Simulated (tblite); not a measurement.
Input of a run (GFN2-xTB geometry optimisation, gas phase (tblite 0.8.0)), started from a force field or distance geometry:
```
{"job": {"kind": "relax", "xc": "GFN2-xTB", "basis": "xTB"}, "charge": 0, "multiplicity": 2}
C     -2.652500    -0.349300    -0.347800
C     -1.433600    -0.814900    -0.182700
Si    -0.087000     0.375900     0.310900
O     -0.034900     1.678200    -0.786900
O      1.357100    -0.438400     0.566800
C      2.472600     0.133400    -0.034800
H     -2.922600     0.697200    -0.226900
H     -3.414000    -1.062900    -0.622900
H     -1.206000    -1.888500    -0.309000
H     -0.525300     0.909700     1.631900
H      2.703100     1.149700     0.316100
H      3.331400    -0.559600     0.206800
H      2.407400     0.170100    -1.123000
```

Output (eV, eV/Å):
```
step      E/eV     max force
  0    -538.70524    5.236
  1    -539.35546    1.671
  2    -539.38306    2.718
  3    -539.44201    0.403
  4    -539.45975    0.433
  5    -539.48635    0.694
  6    -539.50299    0.630
  7    -539.52898    0.314
  8    -539.53935    0.438
  9    -539.54859    0.212
 10    -539.55745    0.273
 11    -539.56459    0.245
 12    -539.57112    0.185
 13    -539.57504    0.150
 14    -539.57812    0.168
 15    -539.58149    0.216
 16    -539.58522    0.215
 17    -539.58849    0.154
 18    -539.59139    0.140
 19    -539.59433    0.179
 20    -539.59765    0.214
 21    -539.60107    0.195
 22    -539.60382    0.144
 23    -539.60579    0.126
 24    -539.60760    0.141
 25    -539.60961    0.153
 26    -539.61149    0.145
 27    -539.61289    0.128
 28    -539.61383    0.117
 29    -539.61457    0.105
 30    -539.61516    0.078
 31    -539.61554    0.048
 32    -539.61587    0.053
 33    -539.61635    0.079
 34    -539.61717    0.094
 35    -539.61834    0.108
 36    -539.61952    0.085
 37    -539.62044    0.071
 38    -539.62118    0.068
 39    -539.62180    0.068
 40    -539.62224    0.045
 41    -539.62248    0.036
 42    -539.62261    0.036
 43    -539.62275    0.035
 44    -539.62295    0.041
 45    -539.62323    0.052
 46    -539.62353    0.054
 47    -539.62384    0.049
 48    -539.62415    0.050
 49    -539.62446    0.047
 50    -539.62473    0.042
 51    -539.62491    0.039
 52    -539.62507    0.035
 53    -539.62525    0.037
 54    -539.62550    0.046
 55    -539.62579    0.050
 56    -539.62611    0.047
 57    -539.62645    0.046
 58    -539.62679    0.048
 59    -539.62712    0.046
 60    -539.62738    0.036
 61    -539.62759    0.036
 62    -539.62777    0.040
 63    -539.62797    0.036
 64    -539.62815    0.035
 65    -539.62837    0.033
 66    -539.62862    0.043
 67    -539.62883    0.035
 68    -539.62895    0.019
 69    -539.62899    0.015
 70    -539.62902    0.012
 71    -539.62905    0.016
 72    -539.62907    0.012
 73    -539.62909    0.010
 74    -539.62910    0.011
 75    -539.62911    0.010
 76    -539.62913    0.013
 77    -539.62915    0.013
 78    -539.62918    0.018
 79    -539.62920    0.019
 80    -539.62923    0.017
 81    -539.62928    0.019
 82    -539.62935    0.022
 83    -539.62943    0.018
 84    -539.62950    0.021
 85    -539.62956    0.019
 86    -539.62963    0.021
 87    -539.62970    0.022
 88    -539.62976    0.016
 89    -539.62980    0.018
 90    -539.62985    0.020
 91    -539.62994    0.027
 92    -539.63017    0.046
 93    -539.63056    0.064
 94    -539.63099    0.062
 95    -539.63117    0.078
 96    -539.63135    0.044
 97    -539.63148    0.029
 98    -539.63151    0.023
 99    -539.63156    0.026
100    -539.63160    0.026
101    -539.63162    0.017
102    -539.63163    0.012
103    -539.63165    0.009
```

Problem. Summarise the run.

Solution. The energy falls by 89.4 kJ/mol over 103 L-BFGS steps, the largest force on an atom goes from 5.24 to 0.009 eV/Å, and the atoms move by 0.332 Å rms after alignment. The bond that changes most is Si3–O4 (ends: silicon bonded to C, 2 O and H; oxygen bonded to Si), which shortens by 0.182 Å. Bonds longer at the end by more than 0.005 Å: 1 of 12; shorter: 8. Among the angles that change most is O4–Si3–H10, from 107.8° to 126.2°. Among the dihedrals that turn most is C1–C2–Si3–H10, from 61° to 98°. The energy never rose by more than 1e-5 eV on the way. The first step brought 70 % of the lowering.

Problem. What are the final bond lengths?

Solution. C1=C2 1.300 Å, C2–Si3 1.991 Å, Si3–O4 1.522 Å, Si3–O5 1.637 Å, O5–C6 1.387 Å, C1–H7 1.076 Å, C1–H8 1.084 Å, C2–H9 1.073 Å, Si3–H10 1.472 Å, C6–H11 1.093 Å, C6–H12 1.092 Å, C6–H13 1.093 Å. Numbering counts from 1 in the input's order; the species is `C([Si@H]([O])OC)=C` [radical].

The run took 1.5 s wall on one thread, Intel Xeon at 2.50 GHz (x86_64), no GPU, shared host with 64 logical CPUs at a one-minute load of 62.

GFN2-xTB frequencies show an imaginary mode (63i cm⁻¹), so the point is no minimum at that level. 3 starts were optimised and ended at 0.00, 3.14 and 3.25 kcal/mol (GFN2-xTB); the lowest of these is shown.

One conformer stands for the species.

All values are computed, not measured.
